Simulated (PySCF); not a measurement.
# Cl⁻ (chlorine, charge -1) across methods

[Ar], closed-shell 1S. Calculation: PySCF 2.14, in aug-cc-pVQZ-DK (7s6p4d3f2g, 84 functions); scalar relativity by spin-free X2C-1e.

```tsv
method	E (hartree)	mean ε 2p (eV)	mean ε 3s (eV)	mean ε 3p (eV)	Σ⟨r²⟩ (bohr²)	⟨S²⟩
CAM-B3LYP	-461.7333	-189.66	-15.357	-2.379	39.38	0.000
r2SCAN	-461.6776	-184.69	-12.097	0.023	39.14	0.000
r2SCAN0	-461.6729	-191.02	-14.215	-1.163	38.70	0.000
PBE	-461.5263	-181.86	-11.330	0.253	40.11	0.000
PBE0	-461.5589	-188.88	-13.701	-0.979	39.10	0.000
UHF	-460.98512	-209.44	-20.128	-4.074	38.38	0.000
LDA	-460.2079	-181.87	-11.370	0.117	40.17	0.000
TPSS	-461.7292	-182.34	-11.637	0.222	39.52	0.000
BP86	-461.7658	-182.10	-11.440	0.145	39.94	0.000
```

The highest occupied level is positive at r2SCAN, PBE, LDA, TPSS, BP86: only the finite basis holds that electron, which in a density functional comes from self-interaction.
